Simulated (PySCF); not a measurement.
# C6H11OSi: g tensor and hyperfine couplings

Compound: C6H11OSi (doublet state).
Atom-mapped SMILES: `[CH2:1]=[C:2]([O:3][SiH3:4])[C:5]1[CH2:6][CH2:7][CH2:8]1` (hydrogens: H9, H10 on C1; H11, H12, H13 on Si4; H14, H15 on C6; H16, H17 on C7; H18, H19 on C8)

Cartesian coordinates in Å at the GFN2-xTB level; atoms count from 1:
```xyz
19
C6H11OSi angstrom
C      1.1251    1.7061    0.7474
C      0.6819    0.5410    0.1795
O      1.5435   -0.4264   -0.2414
Si     3.1531   -0.6012   -0.2109
C     -0.6604    0.2550   -0.0130
C     -1.3783   -0.9338   -0.5600
C     -2.7091   -0.2196   -0.2546
C     -1.9247    0.9961    0.2769
H      0.4223    2.4503    1.0671
H      2.1719    1.8926    0.8882
H      3.2585   -1.8647   -0.9243
H      3.8358    0.4972   -0.9010
H      3.6521   -0.6715    1.1654
H     -1.2065   -1.8618   -0.0109
H     -1.1882   -1.1352   -1.6160
H     -3.3235   -0.0145   -1.1279
H     -3.3174   -0.7165    0.4975
H     -2.0909    1.2324    1.3297
H     -2.0549    1.9145   -0.2990
```

The hyperfine couplings belong to this conformer and change with its torsions.

Computed, not measured: UKS B3LYP, pcH-1 on C H O Si, non-relativistic, mean-field spin-orbit, GIAO in PySCF 2.14.0. One conformer (not necessarily the lowest) at the GFN2-xTB geometry, without solvent, vibrations or thermal averaging. The geometry wasn't refined by DFT: couplings that depend on bond lengths, twists or pyramidal angles can differ widely from those at the functional's own minimum. The SCF solution wasn't tested for stability. ⟨S²⟩ is 0.774 where a pure state has 0.75.

| Item | Value |
| --- | --- |
| g1, g2, g3 | 2.00217, 2.00271, 2.00290 |
| g_iso | 2.00259 |
| Form of g | rhombic: the two nearest values differ by 25 % of g3 − g1 |
| ⟨S²⟩ | 0.7736 (exact 0.7500) |
| HOMO–LUMO gap, α and β orbitals | 5.28, 4.61 eV |

Isotropic coupling and dipolar principal values T1 to T3, in 10⁻⁴ cm⁻¹ (1 × 10⁻⁴ cm⁻¹ = 2.998 MHz):

```tsv
atom	isotope	a_iso	of which spin–orbit	T1	T2	T3	Mulliken spin population
C1	13C	15.3	0.0	-14.9	-14.3	29.2	0.59
C2	13C	-16.1	0.0	-8.7	3.6	5.0	-0.21
O3	17O	0.8	0.0	-1.3	-0.8	2.1	-0.01
Si4	29Si	0.3	0.0	-0.2	0.0	0.2	0.00
C5	13C	21.7	0.0	-18.9	-18.2	37.1	0.66
C6	13C	-8.3	0.0	-0.7	0.2	0.4	-0.06
C7	13C	1.1	0.0	-0.3	-0.3	0.6	0.01
C8	13C	-7.9	0.0	-0.4	-0.1	0.5	-0.06
H9	1H	-11.4	0.0	-6.0	-0.5	6.5	-0.02
H10	1H	-11.8	0.0	-7.4	0.0	7.4	-0.03
H11	1H	0.2	0.0	-0.2	-0.1	0.3	0.00
H12	1H	0.1	0.0	-0.3	-0.3	0.7	0.00
H13	1H	0.2	0.0	-0.3	-0.3	0.6	0.00
H14	1H	26.5	0.0	-1.1	-0.9	2.0	0.03
H15	1H	27.4	0.0	-1.1	-0.9	2.0	0.03
H16	1H	-1.0	0.0	-0.6	-0.5	1.2	0.00
H17	1H	-1.0	0.0	-0.6	-0.6	1.2	0.00
H18	1H	23.0	0.0	-1.1	-0.7	1.8	0.03
H19	1H	24.1	0.0	-1.1	-0.8	1.9	0.03
```

The largest Mulliken spin populations are on C5 (+0.66), C1 (+0.59), C2 (-0.21) and C6 (-0.06). The positive populations add up to 1.40 and the negative ones to -0.40, together 2S = 1. The angles at C5 add up to 360.0°, so it is planar.

Axes: g3 points within 10° of the C1–H10 bond.

Under fast tumbling the dipolar parts average out, and these isotropic splittings remain: 2 × 1H (H14/H15, I = 1/2, 3 lines) with 2.88 mT, 2 × 1H (H18/H19, I = 1/2, 3 lines) with 2.52 mT, 1 × 1H (H10, I = 1/2, 2 lines) with 1.27 mT, 1 × 1H (H9, I = 1/2, 2 lines) with 1.22 mT and 2 × 1H (H16/H17, I = 1/2, 3 lines) with 0.11 mT.

Class means assume fast exchange of nuclei equivalent by connectivity; if that motion is slow, each nucleus keeps its own coupling. C6 and C8, with what hangs on them, aren't averaged: C5 is flat or nearly so (angle sum 360°), and its turn about the short C5–C2 bond (1.39 Å) is taken as slow.

The 13C coupling of C5 (64.9 MHz) shows only in satellite lines or after enrichment, since that isotope makes up about 1.07 % of natural carbon.

The spin density at the nucleus, in bohr⁻³, is negative for C2 (-0.0429), C6 (-0.0220) and C8 (-0.0211), for instance. A restricted open-shell determinant has no negative spin density anywhere; here it arises because α and β orbitals differ (spin polarisation).

The run took 1.7 min wall (with the writing of density and orbital grids) on one thread, Arm Neoverse V2 (aarch64), shared host with 96 logical CPUs at a one-minute load of 33, and the process peaked at 1.0 GiB of memory.
